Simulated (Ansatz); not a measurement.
`C[O][Ge][S]C`. Charge 0, multiplicity 1. Correlated methods include outer-core shells of Ge, which these sets cover unevenly. Scalar relativity is left out up to krypton.

```json
{"atom": "C1", "x (Å)": "1.074", "y (Å)": "-1.468", "z (Å)": "1.200"}
{"atom": "O2", "x (Å)": "0.541", "y (Å)": "-0.406", "z (Å)": "0.443"}
{"atom": "Ge3", "x (Å)": "1.498", "y (Å)": "1.086", "z (Å)": "0.159"}
{"atom": "S4", "x (Å)": "-0.006", "y (Å)": "2.187", "z (Å)": "-1.060"}
{"atom": "C5", "x (Å)": "-1.466", "y (Å)": "1.125", "z (Å)": "-1.213"}
{"atom": "H6", "x (Å)": "0.435", "y (Å)": "-1.659", "z (Å)": "2.067"}
{"atom": "H7", "x (Å)": "2.090", "y (Å)": "-1.262", "z (Å)": "1.564"}
{"atom": "H8", "x (Å)": "1.108", "y (Å)": "-2.374", "z (Å)": "0.589"}
{"atom": "H9", "x (Å)": "-1.641", "y (Å)": "0.927", "z (Å)": "-2.270"}
{"atom": "H10", "x (Å)": "-2.324", "y (Å)": "1.654", "z (Å)": "-0.799"}
{"atom": "H11", "x (Å)": "-1.310", "y (Å)": "0.190", "z (Å)": "-0.679"}
```

Task: Give the diagnostics of a CCSD(T)/def2-TZVPP run (frozen core, Ansatz 0.2.0). (Best estimate.)

Result: The calculation gave: T1 = 0.0147, largest single amplitude 0.049, largest double 0.055, (T) share of the correlation energy 4.2 %, 10 CCSD cycles. The RHF solution is stable towards an unrestricted one. T1 lies under the customary mark of 0.02 for closed shells.
